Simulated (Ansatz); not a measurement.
`FBS` + CH₃NH₂ → `CNBS` + H–F at 700 K and 1 bar (ligand exchange at a B–F bond).

Calculated with Ansatz (gas phase, PBE0-D4/def2-TZVP geometries, no zero-point term in ΔE). CCSD(T)/CBS is the MP2 limit (def2-TZVPP, def2-QZVPP) plus CCSD(T) − MP2 in def2-TZVPP, frozen cores. This one scheme is used for every species. Each species was taken in one conformer, which may not be the lowest.

| species | CCSD(T)/CBS energy (Eh) | H − E (kJ/mol) | S (J/(mol·K)) |
| --- | --- | --- | --- |
| `FBS` | -523.64132 | 106.5 | 326.5 |
| CH₃NH₂ | -95.75281 | 207.6 | 296.6 |
| `CNBS` | -518.99817 | 271.7 | 411.2 |
| H–F | -100.39570 | 45.2 | 198.5 |

H − E and S are ideal-gas, rigid-rotor, harmonic terms from PBE0-D4/def2-TZVP, for one conformer and one mirror image of each species. 1 Eh = 2625.50 kJ/mol, R = 8.31446 J/(mol·K).

Problem. By hand: ΔE, ΔH, ΔS and ΔG.

Solution. ΔE = (-518.99817) + (-100.39570) − (-523.64132) − (-95.75281) = 0.00026 Eh = 0.7 kJ/mol. Δ(H − E) = 271.7 + 45.2 − 106.5 − 207.6 = 2.8, so ΔH = 3.5 kJ/mol. ΔS = 411.2 + 198.5 − 326.5 − 296.6 = -13.4 J/(mol·K). ΔG = 3.5 − 700 × (-13.4)/1000 = 12.9 kJ/mol.

Problem. By hand: the equilibrium constant, and the temperature at which ΔG would vanish if ΔH and ΔS stayed fixed.

Solution. log₁₀ K = −ΔG/(RT ln 10) = -1.0. ΔH and −TΔS have one sign here, so there is no such temperature. One of them is within its doubt of zero, so this could turn.

TΔS isn't small against ΔH here. A doubt of 5 kJ/mol in ΔE shifts log₁₀ K by 0.4 here. Other conformers and mirror images would add mixing entropy, several J/(mol·K) or more a flexible species. These are equilibria of isolated gas molecules and say nothing of rates. Largest T1 diagnostic: 0.014 (customary marks: 0.02 for closed shells, 0.045 for open ones).
